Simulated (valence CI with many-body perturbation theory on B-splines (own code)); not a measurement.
The numbers below are computed, except where a source is named.
# Rb¹⁶⁺: what the settings do

Method: valence CI with perturbative core correlation (CI+MBPT): three valence electrons over a frozen Dirac-Fock core [Ar], radial functions for each j: 6 s, 6 p, 5 d, 5 f, 1 g, with the one-electron correlation potential Σ1 (screened to all orders), the two-electron term Σ2, the three-electron term Σ3, Breit, model QED; selected single and double excitations, second order for the rest, scaled by the run's own slope (own B-spline code, finite nucleus).

No measured spectrum was set against this ion. As an estimate, terms of the open shell hold to 2 to 4 % of their energy, and close levels can change places. Only levels of the ground parity were solved; by the run's estimate the other parity begins above the list, which can be wrong where configurations are misplaced.

The reference run has the lowest level 3d3 4F_3/2 and an ionisation energy of 601.537 eV. Its largest variational space holds 2202 state functions.

Names give the largest LS component (configuration and term), which can be under half, so a name can repeat, a term be missing and a line seem to break the LS rules; names also repeat where a configuration has a term twice. Letters in brackets count levels of one name in rising energy.

Changed runs:
A. hole-hole ladder in Σ2 on → off; logarithmic knot step 0.27 → 0.33
B. orbitals per symmetry with explicit Σ2 and valence Breit (the others get mean screening factors) 5 → 7
C. three-electron term on → off; QED terms on → off
D. scale of Σ1 1 → 0 (bad on purpose)

Excitation energies of the reference run in cm⁻¹, and shifts in cm⁻¹:

```csv
Level,Reference,A,B,C,D
3d3 4F_5/2,7124,-157,+0.8,-65,-147
3d3 4F_7/2,14936,-219,+0.7,-97,-283
3d3 4F_9/2,22622,-206,-0.3,-72,-389
3d3 4P_3/2,45694,+3149,-9.0,-337,-180
3d3 4P_1/2,47578,+2731,-4.4,-285,-259
3d3 2G_7/2,55170,+265,-19,+737,-380
3d3 4P_5/2,58401,+2645,-2.2,-55,-457
3d3 2G_9/2,58427,-602,-18,+416,-385
3d3 2D_3/2 [a],67972,+4369,-18,+334,-455
3d3 2P_1/2,72442,+4233,-23,-1518,-506
3d3 2H_11/2,79015,-1872,-20,-69,-558
3d3 2H_9/2,80362,-1035,-20,+205,-672
Ionisation energy (eV),601.537,-0.218,+0.00064,-0.032,-2.538
```
